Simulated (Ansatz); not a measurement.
The lowest singlet and triplet of O2 (SMILES O=O); geometries from B3LYP-D3(BJ)/def2-TZVP, each state relaxed from the structure named, with no frequency check, low spin by broken symmetry.
Singlet (charge 0, multiplicity 1):
```xyz
2

O      0.0000     0.0000    -0.6023
O      0.0000     0.0000     0.6023
```
Triplet (charge 0, multiplicity 3):
```xyz
2

O      0.00000     0.00000    -0.60213
O      0.00000     0.00000     0.60213
```

A positive gap puts the triplet lower; no zero-point energy. R- takes a restricted singlet, here one determinant of a half-filled degenerate or near-degenerate pair, which mixes singlet states. The triplet is unrestricted in single-reference levels. Active spaces average the two states.

Frozen-core correlation.

The values were computed with Ansatz (Gaussian basis) for Hartree–Fock, density functionals and correlated methods. 

**Question.** What gap E(singlet) − E(triplet), adiabatic does R-B3LYP/def2-TZVPP give?

**Answer.** 38.7 kcal/mol

**Question.** Predict the gap E(singlet) − E(triplet), adiabatic from FIC-MRCISD+Q on SA-CASSCF(12,8)/cc-pVQZ.

**Answer.** 22.6 kcal/mol

**Question.** Predict the gap E(singlet) − E(triplet), adiabatic from FIC-NEVPT4(SD) on SA-CASSCF(12,8)/cc-pVTZ.

**Answer.** 23.1 kcal/mol

Doubts at one or more of the structures used: a restricted determinant that unrestricted orbitals would lower (R-B3LYP/def2-TZVPP).

Ansatz is a first-principles code.
